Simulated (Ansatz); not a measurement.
Ansatz (a quantum-chemistry and plane-wave program) job for HSSi, SMILES [SH+]=[Si] (connectivity only; charge and spin as stated), charge +1, multiplicity 1, PBE0/def2-TZVPD. Coordinates come from a B3LYP-D3(BJ)/def2-TZVP optimisation. The isomer is the one that the SMILES or the coordinates give; other isomers of the formula were not compared.

Ansatz 0.2 input:
```yaml
crystal:
  periodic: [false, false, false]
  atoms:
    - {symbol: Si, position_ang: [0.00073431, 1.13166081, 0.00000000]}
    - {symbol: S, position_ang: [-0.08077840, -0.93098313, 0.00000000]}
    - {symbol: H, position_ang: [1.28217416, -0.94752113, 0.00000000]}
basis:
  gaussian:
    orbitals: def2-TZVPD
hamiltonian:
  xc: {name: PBE0}
total_charge: 1
```

Program output:

```
WARN ansatz: RAYON_NUM_THREADS=1 ignored (pool sized by the plan → 1); use --threads N
Functional definition: PBE0
integrals: 0.03 GiB planned
662 factors; their error is unknown
mean field: 0.26 GiB planned
mean field evaluation 1: about -18709.4965 eV, gradient 3.9e1 eV
mean field evaluation 2: about -18694.1240 eV, gradient 7.7e1 eV
mean field evaluation 4: about -18713.8765 eV, gradient 4.3e0 eV
mean field evaluation 8: about -18713.9327 eV, gradient 5.2e-2 eV
mean field evaluation 16: about -18713.9666 eV, gradient 1.4e-5 eV
mean field -18713.96656709 eV, -687.7255865583 hartree, gradient 1.4e-5 eV, S^2 0.000000; 0 other end points of the search recorded, 0 dependent functions left out
reference -18713.96659125 eV, -687.7255874462 hartree; 15, 15 occupied and 83, 83 virtual orbitals, 662 factors
Total energy: -18713.96659125 eV, -687.7255874462 hartree
```

Self-consistency was reached.

Cost: about 1.0 core-seconds (a rough figure).
